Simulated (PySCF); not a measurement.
Problem. What does the PBE0-D3(BJ)/def2-SVP structure of SnMe4, `[CH3][Sn]([CH3])([CH3])[CH3]` look like in three dimensions?

Solution. 
Z-matrix in Å and degrees, rows numbered from 1:
```
Sn
C   1  2.1569
H   2  1.0999  1  110.50
H   2  1.0998  1  110.37  3  -119.94
H   2  1.0998  1  110.40  3   120.02
C   1  2.1566  2  109.29  3   175.18
H   6  1.0999  1  110.36  2   174.56
H   6  1.0999  1  110.44  2    54.62
H   6  1.0999  1  110.51  2   -65.44
C   1  2.1566  2  109.55  3    55.23
H  10  1.0998  1  110.44  2   173.54
H  10  1.0998  1  110.28  2    53.52
H  10  1.0999  1  110.47  2   -66.45
C   1  2.1569  2  109.52  3   -64.97
H  14  1.0998  1  110.31  2    54.33
H  14  1.0997  1  110.40  2   -65.52
H  14  1.0998  1  110.51  2   174.22
```

Sn1 (tin bonded to 4 C) is tetrahedral (angles from 109.3° to 109.6°). All 4 C–Sn bonds measure 2.157 Å.

Computed with PySCF 2.14.0, PBE0-D3(BJ)/def2-SVP geometry optimisation, gas phase, def2 core potentials past Kr.

Point group: near Td, missed by 0.23 Å at most; the miss may be what the optimiser left on a soft mode (T holds within 0.08 Å). Whether it is a minimum is left open (no frequencies).

On one thread, Arm Neoverse V1 (aarch64), no GPU, on a shared host, this took 71 s and 0.61 GiB of memory at its peak. That covers the optimisation of the geometry.
